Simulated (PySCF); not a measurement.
B(H)(F)(OH) (BFH₂O), SMILES OBF.

Coordinates come from a B3LYP-D3(BJ)/def2-TZVP optimisation. The values are those of a single conformer.

These are TDDFT-LC-ωPBE/def2-SVPD run with PySCF 2.14.0 values and carry that method's errors.

Vertical excitations. The molecule is in vacuum. State labels are in the subgroup Cs.

Computed excitation energies, oscillator strengths and character:
| state | symmetry | energy (eV) | λ (nm) | f | main pairs |
|---|---|---|---|---|---|
| S1 | A" | 8.47 | 146 | 0.026 | HOMO→LUMO+1 92 % |
| S2 | A' | 9.50 | 130 | 0.001 | HOMO→LUMO 77 % |
| S3 | A" | 9.69 | 128 | 0.038 | HOMO−1→LUMO 77 %, HOMO−1→LUMO+2 13 % |
| S4 | A' | 10.13 | 122 | 0.127 | HOMO−1→LUMO+1 80 % |
| S5 | A" | 10.47 | 118 | 0.001 | HOMO−2→LUMO+1 89 % |
| S6 | A' | 10.75 | 115 | 0.025 | HOMO→LUMO+2 67 %, HOMO−2→LUMO 13 %, HOMO→LUMO 11 % |
| S7 | A' | 11.28 | 110 | 0.325 | HOMO→LUMO+3 82 % |
| S8 | A" | 11.45 | 108 | 0.000 | HOMO−1→LUMO+2 64 %, HOMO−1→LUMO+3 15 % |
| S9 | A' | 11.87 | 104 | 0.170 | HOMO−2→LUMO 55 %, HOMO→LUMO+2 11 %, HOMO→LUMO+5 9 % |
| S10 | A" | 12.07 | 103 | 0.055 | HOMO→LUMO+4 74 % |
| T1 | A" | 7.55 | 164 | 0 | HOMO→LUMO+1 88 % |
| T2 | A' | 8.39 | 148 | 0 | HOMO−1→LUMO+1 88 % |
| T3 | A' | 9.10 | 136 | 0 | HOMO→LUMO 76 % |
| T4 | A" | 9.28 | 134 | 0 | HOMO−1→LUMO 70 %, HOMO−1→LUMO+2 15 % |
Triplets are in the Tamm–Dancoff approximation, which puts them higher than full response would, so one can lie above its singlet here.
